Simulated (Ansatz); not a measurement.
Basis-set extrapolation for H₅N₂OSi (`[NH][SiH](N)O`) radical (PBE0-D4/def2-TZVP geometry, frozen core, Ansatz). Multiplicity 2, UHF reference.

```tsv
	def2-TZVPP	def2-QZVPP
HF	-475.772878	-475.791879
MP2 correlation	-0.744752	-0.803697
CCSD(T) correlation	-0.805912	not run
```

Energies in hartree. Use E(X) = E(∞) + A·exp(−7.88·√X) for Hartree–Fock and E(X) = E(∞) + B·X^(−2.97) for correlation, with X = 3 and 4, and add CCSD(T) minus MP2 of the smaller set to the MP2 limit.

Q: What is the CCSD(T) energy at the basis-set limit?

A: HF limit: -475.791879 + (-0.019001) × 0.13774 = -475.79450. MP2 limit: -0.803697 + (-0.058945) × 0.74074 = -0.84736. Higher-order term: -0.805912 − (-0.744752) = -0.06116. Total: -476.70302 hartree, 326.2 kJ/mol below CCSD(T)/def2-TZVPP.
